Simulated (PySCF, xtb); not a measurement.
B(Br)(NH2)2 (BBrH4N2), SMILES NB(N)Br.

GFN2-xTB (xtb) at its own geometry gives an orbital gap of 6.38 eV and a dipole moment of 6.31 D.

Geometry: PBE0-D3(BJ)/def2-SVP. The structure was generated by enumeration, and PubChem lists no compound with its InChIKey, so it may never have been made. Other conformers were not sampled.

Task: What does B3LYP/def2-TZVP (PySCF) give? (Estimate from the structure and the level; the computed values follow.)

Result: gap 7.47 eV (levels -7.17 and 0.30 eV), dipole 3.05 D.
